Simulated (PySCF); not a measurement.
Computed Raman spectrum (relative Raman activity) of a molecule CH₂ClF₃Si. The structure is a stationary point at PBE0-D3(BJ)/def2-SVP. One conformer was computed; it need not be the lowest. These are PBE0-D3(BJ)/def2-SVP in PySCF values and carry that method's errors. Frequencies are harmonic and unscaled.

| ν (cm⁻¹) | relative intensity |
|---|---|
| 415 | 2.4 |
| 581 | 3.7 |
| 608 | 2.6 |
| 703 | 8.6 |
| 859 | 5.4 |
| 936 | 6.5 |
| 2282 | 100 |
| 2297 | 37 |

Task: Which molecule gave these data?
A. FC(F)[Si@H](F)Cl
B. FC(F)(F)[SiH2]Cl
C. FC[Si](F)(F)Cl

Result: B, FC(F)(F)[SiH2]Cl
